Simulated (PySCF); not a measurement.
Fe²⁰⁺ (iron, charge +20): UHF calculation

Configuration: [He] 2s2 2p2, high-spin 3P determinant. All numbers are calculated (PySCF 2.14, scalar relativity by spin-free X2C-1e, in an uncontracted even-tempered set (20 s from 4.2 bohr⁻², ratio 2.2; 11 p from 5.5 bohr⁻², ratio 2.2; 6 d from 24 bohr⁻², ratio 2.4; 5 f from 35 bohr⁻², ratio 2.4; 4 g from 53 bohr⁻², ratio 2.4)).

```
Total energy                                                  : -940.191556 hartree
One-electron energy                                           : -1019.7868 hartree
Hartree (Coulomb) energy                                      : 107.5615 hartree
Exchange energy                                               : -27.9663 hartree
⟨S²⟩                                                          : 2.0002
⟨L²⟩                                                          : 2.000
Sum of ⟨r⟩                                                    : 1.039 bohr
Sum of ⟨r²⟩                                                   : 0.2636 bohr²
Traceless quadrupole moment −½Σ⟨3z² − r²⟩ along its main axis : 0.0220 e·bohr²
```

```csv
shell,electrons,mean orbital energy (eV),"rms radius, mean of both spins (bohr)"
1s α,1,-8277.1,0.0670
1s β,1,-8257.9,0.0670
2s α,1,-1773.5,0.269
2s β,1,-1733.4,0.269
2p α,2,-1688.0,0.235
```

Densities and radii are taken from the X2C orbitals without a picture-change correction, which distorts them close to the nucleus.

Spin-orbit constants ζ (cm⁻¹) from the X2C one-electron operator on these orbitals: bare nucleus, nucleus screened by l(l+1)(2l+1)/3 electrons, and screened by the Breit-Pauli mean field of the electrons.

| shell | bare | screened nucleus | mean field |
| --- | --- | --- | --- |
| 2p | 85310 | 78750 | 76660 |

To first order the Landé constant is A = 38330 cm⁻¹, so the lowest level has J = 0 and lies 9.50 eV below the centre of the term. This holds in LS coupling only.
